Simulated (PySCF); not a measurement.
Species: C₃H₇F₃OSi.
Structure used (PBE0-D3(BJ)/def2-SVP), in Å, numbered top down from 1:
```
atom  x, y, z in Å
C1     2.6805   -0.1089    0.7459
Si2    1.2797    0.5292   -0.2952
O3    -0.1416   -0.1012    0.3353
C4    -1.3995    0.1450   -0.1899
C5    -2.4420   -0.5569    0.6526
F6    -2.4344   -0.1193    1.9099
F7    -2.2550   -1.8749    0.6784
F8    -3.6572   -0.3226    0.1429
H9     2.5686    0.2140    1.7916
H10    3.6414    0.2724    0.3660
H11    2.7126   -1.2086    0.7230
H12    1.4068    0.1015   -1.7251
H13    1.1994    2.0247   -0.2673
H14   -1.5131   -0.2304   -1.2243
H15   -1.6608    1.2201   -0.1910
```

Linear response at CAM-B3LYP/def2-SVPD (PySCF, frozen core in the response, non-relativistic).

Static isotropic polarisability: 70.15 au (10.40 Å³), principal values 63.4, 66.7, 80.4 au.

(1) What is the polarisability at 1064 nm and at the sodium D line?

(2) What is the isotropic C6 coefficient between two such molecules, C6 = (3/π)∫α(iω)² dω?

(3) Which effective excitation energy ω̄ makes London's formula C6 = (3/4)α²ω̄ exact here?

(4) How anisotropic is the static polarisability, by Δα² = ½[(α1 − α2)² + (α2 − α3)² + (α3 − α1)²]?

(5) The lowest 10 singlets have (eV, f): 7.57, 0.005; 8.14, 0.027; 8.36, 0.055; 8.57, 0.049; 8.77, 0.083; 9.07, 0.034; 9.14, 0.011; 9.18, 0.002; 9.47, 0.285; 9.50, 0.055. What share of the static polarisability do they carry in the sum over states α = Σ f/ω²?

(6) What three-body coefficient follows from the one-pole estimate C9 = (3/4)·α·C6?

(7) How many electrons N does the Slater–Kirkwood formula C6 = (3/4)·√N·α^(3/2) need to give this C6?

(8) What molar refraction at the D line follows from R = (4π/3)·N_A·α′, with α′ the polarisability volume?

(9) What n − 1 at the D line would an ideal gas of it have at 273.15 K and 1 atm (2.6868 × 10¹⁹ cm⁻³), by n − 1 = 2π·N·α′?

Answers

(1) 70.62 au at 1064 nm (+0.7 %), 71.73 au at 589.3 nm (+2.2 %). The rise at 589.3 nm is 3.33 times that at 1064 nm; a pure ω² law gives 3.26. The lowest singlet lies at 164 nm, shorter than both wavelengths.

(2) 2238 au (Eh·bohr⁶) by a ten-point quadrature over imaginary frequencies, which is 1340 eV·Å⁶ or 129 J·nm⁶/mol.

(3) ω̄ = 4·C6/(3α²) = 0.606 Eh = 16.5 eV. A one-pole form α(ω) = α/(1 − ω²/ω̄²) fitted to the 1064 nm value gives 14.2 eV. London's choice of the ionisation energy (10.88 eV, ΔSCF at the same level) gives C6 = 1480 au, 34 % too low.

(4) Δα = 15.6 au, or 0.22 of the isotropic value.

(5) 5.46 au, 7.8 % of α; the largest term, 2.36 au, is that of the state at 9.47 eV. Their oscillator strengths add up to 0.61. Higher states carry the rest.

(6) 118000 au. This is an estimate from the two numbers above, not a computed integral.

(7) N = (4·C6/3)²/α³ = 25.8; the species has 74 electrons in all.

(8) α′ = 10.63 Å³ gives R = 26.81 cm³/mol, for isolated, non-vibrating species.

(9) 17.94 × 10⁻⁴, a formal value whether or not that pressure can be reached.

One conformer stands for the species.
